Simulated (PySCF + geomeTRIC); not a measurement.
A geometry relaxed with B3LYP-D3(BJ)/def2-TZVP in PySCF + geomeTRIC, charge 0, multiplicity 1:

```xyz
9

Sn     0.0254    -0.0144    -0.0042
S      0.1143     2.2769     0.7534
H     -1.1861     2.4896     0.4815
S     -1.1164    -1.5745     1.4434
S      2.3162    -0.7669    -0.1373
H     -0.1080    -1.5923     2.3338
S     -1.2106     0.0084    -2.0788
H      2.7273     0.3714    -0.7249
H     -1.3416    -1.3305    -2.0952
```

Task: Write the SMILES of this molecule.

Result: `[SH][Sn]([SH])([SH])[SH]`
